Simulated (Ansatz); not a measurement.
Born–Oppenheimer molecular dynamics of BClF₃H (6 atoms, charge 0, multiplicity 1). It starts at the highest image of a converged band, a first-order saddle point between two minima.

Level of theory: Ansatz 0.2.0, RKS PBE/def2-SVP.

```
ensemble                      : NVE (velocity Verlet)
time step                     : 0.5 fs
steps asked                   : 200
starting velocities drawn for : 100 K
seed                          : 4422
```

First frame:

```xyz
6
Properties=species:S:1:pos:R:3
B 0.011 -0.197 0.045
Cl 0.004 0.221 2.025
F 1.157 0.163 -0.527
F -1.157 0.092 -0.521
F 0.058 -1.724 0.428
H 0.047 -1.283 1.500
```

(1) How far do the bonds stretch over the last three quarters of this one trajectory? (Pairs bonded in most of those frames.)

## Answers

(1) 
```
  bond  mean (Å)  spread (Å)  shortest  longest
B1–Cl2     1.778       0.040      1.71     1.90
 B1–F3     1.323       0.016      1.30     1.36
 B1–F4     1.322       0.015      1.30     1.35
 F5–H6     0.944       0.010      0.93     0.97
```

Mean temperature of the second half: 405 K. The conserved energy stayed within 0.016 meV per atom of its start (net change 0.0017 meV per atom), so the integration is sound. The system heated up, since it started high on the potential surface and ran downhill. A run of 0.1 ps of so small a system gives no equilibrium averages. The orbitals stay closed-shell, which can raise the energy where a bond breaks towards radicals; this wasn't checked here.

Run time: 4 min on 1 thread of Intel(R) Xeon(R) Platinum 8488C (Sapphire Rapids), on a shared host, peak memory 0.15 GiB.
